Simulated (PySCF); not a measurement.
# Working out the ionisation energy of Cd²⁺

Cd²⁺ [Kr] 4d10 (1S) → Cd³⁺ [Kr] 4d9 (2D). All numbers are calculated (PySCF 2.14, scalar relativity by spin-free X2C-1e, in ANO-RCC-VTZP (7s6p4d2f1g, 68 functions)). Frozen: [Ar] 3d10. Energies in hartree (1 hartree = 27.21139 eV):

| part | Cd²⁺ (lower) | Cd³⁺ (upper) |
| --- | --- | --- |
| UHF | -5590.300738 | -5588.980245 |
| CCSD correlation | -0.472708 | -0.422094 |
| (T) | -0.009690 | -0.006979 |

Question: What does Hartree-Fock give?

Answer: (-5588.980245) − (-5590.300738) = 1.320493 hartree = 35.932 eV.

Question: What do CCSD and CCSD(T) give?

Answer: The CCSD correlation energies differ by 0.050614 hartree = 1.377 eV and the triples by 0.002711 hartree = 0.074 eV, so CCSD gives 37.309 eV and CCSD(T) 37.383 eV.

A first-order spin-orbit estimate adds -0.298 eV to CCSD(T) (valence and next inner shell), giving 37.085 eV against 37.468 ± 0.006 eV (measured; NIST Atomic Spectra Database, ionization energies).

What remains against the reference includes basis incompleteness, the frozen core and higher excitations.
